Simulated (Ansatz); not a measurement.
Consider the formal exchange of groups at a B–Cl bond: `SBCl` + `BCl` → `SBBCl` + HCl.

Isolated molecules relaxed with PBE0-D4/def2-TZVP in Ansatz; ΔE leaves out vibrations. CCSD(T)/CBS adds triple-zeta CCSD(T) − MP2 to the extrapolated MP2 energy (def2 sets, frozen cores). This one scheme is used for every species. Functionals use def2-TZVPP. B3LYP here is the variant with VWN-RPA as its local correlation; programs differ in this. HSE06 is defined as in plane-wave codes. Each species was taken in one conformer, which may not be the lowest.

| level | ΔE (kJ/mol) | difference from CCSD(T)/CBS |
| --- | --- | --- |
| LDA (SPW92) | 86.0 | -6.2 |
| PBE-D4 | 86.7 | -5.5 |
| revPBE-D4 | 86.7 | -5.5 |
| BLYP-D4 | 90.1 | -2.1 |
| B97M-V | 89.3 | -2.9 |
| PBE0-D4 | 88.7 | -3.5 |
| B3LYP-D4 | 91.4 | -0.8 |
| r2SCANh-D4 | 93.1 | 0.9 |
| r2SCAN0-D4 | 93.8 | 1.6 |
| HSE06-D4 | 88.8 | -3.4 |
| BHLYP-D4 | 94.6 | 2.4 |
| CAM-B3LYP-D4 | 92.3 | 0.1 |
| ωB97X-V | 92.5 | 0.3 |
| ωB97M-V | 95.4 | 3.2 |
| B2PLYP | 96.9 | 4.7 |
| PBE | 88.4 | -3.8 |
| revPBE | 89.0 | -3.2 |
| BLYP | 92.9 | 0.7 |
| r2SCAN | 93.3 | 1.1 |
| PBE0 | 90.3 | -1.9 |
| B3LYP | 93.9 | 1.7 |
| r2SCANh | 93.9 | 1.7 |
| HSE06 | 90.4 | -1.8 |
| BHLYP | 96.8 | 4.6 |
| CAM-B3LYP | 94.1 | 1.9 |
| RPA@PBE/def2-TZVPP | 92.8 | 0.6 |
| HF/def2-SVP | 108.7 | 16.5 |
| MP2/def2-SVP | 110.1 | 17.9 |
| CCSD/def2-SVP | 102.5 | 10.3 |
| CCSD(T)/def2-SVP | 102.8 | 10.6 |
| HF/def2-TZVPP | 101.6 | 9.4 |
| MP2/def2-TZVPP | 101.1 | 8.9 |
| SCS-MP2/def2-TZVPP | 100.2 | 8.0 |
| CCSD/def2-TZVPP | 92.2 | 0.0 |
| CCSD(T)/def2-TZVPP | 92.6 | 0.4 |
| HF/def2-QZVPP | 101.3 | 9.1 |
| MP2/def2-QZVPP | 100.8 | 8.6 |
| SCS-MP2/def2-QZVPP | 99.8 | 7.6 |
| MP2/CBS(def2) | 100.7 | 8.5 |
| CCSD/CBS(def2) | 91.8 | -0.4 |
| CCSD(T)/CBS | 92.2 | 0 |

Largest T1 diagnostic among the species: 0.015.

From BLYP to BHLYP (50 % exact exchange), in def2-TZVPP and without D4, ΔE moves by +3.9 kJ/mol. Leaving LDA and LC-ωPBE aside and taking each functional with its dispersion term where it has one, the values spread over 10.1 kJ/mol, from PBE-D4 to B2PLYP.
